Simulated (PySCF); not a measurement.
bis(fluoromethyl)-hydroxysilane (C2H6F2OSi), SMILES O[SiH](CF)CF. Heavy atoms are numbered as in [OH:1][SiH:2]([CH2:3][F:4])[CH2:5][F:6]. Hydrogens are named by the atom that carries them.

Geometry optimised at ωB97X-D3(BJ)/def2-SVP. One conformer was computed; it need not be the lowest.

Level of theory: PBE/pcSseg-1 in PySCF.

GIAO shieldings, no solvent; atoms alike by connectivity are averaged. δ = σ(ref) − σ: ¹⁷O against H2O (σ = 334.3 ppm); ²⁹Si against TMS (σ = 335.4 ppm); ¹³C against TMS (σ = 182.0 ppm); ¹⁹F against CFCl3 (σ = 133.6 ppm); ¹H against TMS (σ = 31.49 ppm), references at their B3LYP-D3(BJ)/def2-TZVP geometries, non-relativistic.

```json
[
 {"atoms": "O1 (OH)", "nucleus": "¹⁷O", "count": "1", "δ (ppm)": "23.6"},
 {"atoms": "Si2 (SiH)", "nucleus": "²⁹Si", "count": "1", "δ (ppm)": "(withheld)"},
 {"atoms": "C3 (CH2)", "nucleus": "¹³C", "count": "2", "δ (ppm)": "(withheld)"},
 {"atoms": "F4", "nucleus": "¹⁹F", "count": "2", "δ (ppm)": "(withheld)"},
 {"atoms": "H on Si2", "nucleus": "¹H", "count": "1", "δ (ppm)": "5.47"},
 {"atoms": "H on C3", "nucleus": "¹H", "count": "4", "δ (ppm)": "4.66"},
 {"atoms": "H on O1", "nucleus": "¹H", "count": "1", "δ (ppm)": "0.77"}
]
```

Question: Some entries are withheld; supply them. (Estimate from the structure and the level; the computed values follow.)

Answer: 
- Si2 (SiH), δ (ppm): -7.7
- F4, δ (ppm): -335.4
- C3 (CH2), δ (ppm): 82.7
